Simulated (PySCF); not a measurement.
Molfile (atoms numbered from 1):
```
C8H16
     RDKit          3D

 24 24  0  0  0  0  0  0  0  0999 V2000
   -2.1532    0.4152    1.3062 C   0  0  0  0  0  0  0  0  0  0  0  0
   -1.4096   -0.2352    0.1440 C   0  0  0  0  0  0  0  0  0  0  0  0
   -2.2412   -0.1565   -1.1320 C   0  0  0  0  0  0  0  0  0  0  0  0
   -0.0173    0.3751   -0.0391 C   0  0  0  0  0  0  0  0  0  0  0  0
    0.7885   -0.1765   -1.2223 C   0  0  0  0  0  0  0  0  0  0  0  0
    2.2276    0.1870   -0.8789 C   0  0  0  0  0  0  0  0  0  0  0  0
    2.3177   -0.1367    0.6129 C   0  0  0  0  0  0  0  0  0  0  0  0
    0.9226    0.1956    1.1799 C   0  0  0  0  0  0  0  0  0  0  0  0
   -2.3329    1.4843    1.1030 H   0  0  0  0  0  0  0  0  0  0  0  0
   -3.1330   -0.0602    1.4688 H   0  0  0  0  0  0  0  0  0  0  0  0
   -1.5883    0.3461    2.2477 H   0  0  0  0  0  0  0  0  0  0  0  0
   -1.2613   -1.3051    0.3890 H   0  0  0  0  0  0  0  0  0  0  0  0
   -2.3566    0.8904   -1.4600 H   0  0  0  0  0  0  0  0  0  0  0  0
   -3.2509   -0.5657   -0.9721 H   0  0  0  0  0  0  0  0  0  0  0  0
   -1.7830   -0.7170   -1.9599 H   0  0  0  0  0  0  0  0  0  0  0  0
   -0.1551    1.4594   -0.2124 H   0  0  0  0  0  0  0  0  0  0  0  0
    0.6805   -1.2760   -1.2655 H   0  0  0  0  0  0  0  0  0  0  0  0
    0.4573    0.2209   -2.1932 H   0  0  0  0  0  0  0  0  0  0  0  0
    2.3840    1.2669   -1.0451 H   0  0  0  0  0  0  0  0  0  0  0  0
    2.9755   -0.3455   -1.4861 H   0  0  0  0  0  0  0  0  0  0  0  0
    2.5289   -1.2110    0.7390 H   0  0  0  0  0  0  0  0  0  0  0  0
    3.1290    0.4040    1.1228 H   0  0  0  0  0  0  0  0  0  0  0  0
    0.9420    1.1041    1.8003 H   0  0  0  0  0  0  0  0  0  0  0  0
    0.5619   -0.6148    1.8338 H   0  0  0  0  0  0  0  0  0  0  0  0
  1  2  1  0
  2  3  1  0
  2  4  1  0
  4  5  1  0
  5  6  1  0
  6  7  1  0
  7  8  1  0
  8  4  1  0
  1  9  1  0
  1 10  1  0
  1 11  1  0
  2 12  1  0
  3 13  1  0
  3 14  1  0
  3 15  1  0
  4 16  1  0
  5 17  1  0
  5 18  1  0
  6 19  1  0
  6 20  1  0
  7 21  1  0
  7 22  1  0
  8 23  1  0
  8 24  1  0
M  END
```

Geometry: PBE0-D3(BJ)/def2-SVP; GIAO shifts from PySCF 2.14.0 with density-fitted response routines, gas phase, non-relativistic, averaged over equivalent atoms.

At PBE0/STO-3G (56 basis functions, 6.9 s wall time on 1 thread of an Intel Xeon Platinum 8488C, shared host):
```csv
atoms,δ (ppm)
C4,41.8
C5/C8,34.1
C2,33.6
C6/C7,31.4
C1/C3,23.1
H18/H23,1.17
H19/H22,1.10
H20/H21,1.08
H16,1.05
H17/H24,0.95
H9/H10/H11/H13/H14/H15,0.70
H12,0.67
```

Chemical shifts δ = σref − σ; 13C (σref 234.69), 1H (σref 32.60) against TMS, all at this level.

Predict the values at CAM-B3LYP/pcSseg-1 on the same geometry.

Results:


```csv
atoms,δ at CAM-B3LYP/pcSseg-1,change
C4,50.0,+8.2
C5/C8,34.1,+0.0
C2,38.5,+4.9
C6/C7,28.9,-2.5
C1/C3,23.8,+0.7
H18/H23,1.69,+0.52
H19/H22,1.46,+0.36
H20/H21,1.50,+0.42
H16,1.04,-0.01
H17/H24,0.94,-0.01
H9/H10/H11/H13/H14/H15,0.91,+0.21
H12,0.86,+0.19
```

Referencing at the same level of theory: 13C (σref 182.45) and 1H (σref 31.33) against TMS.

The largest change is at C4 (sp3 CH in a ring). Cost: 216 basis functions, 42 s wall time on 1 thread of an x86-64 server CPU, shared host. The order of the carbon signals changes between the two levels.
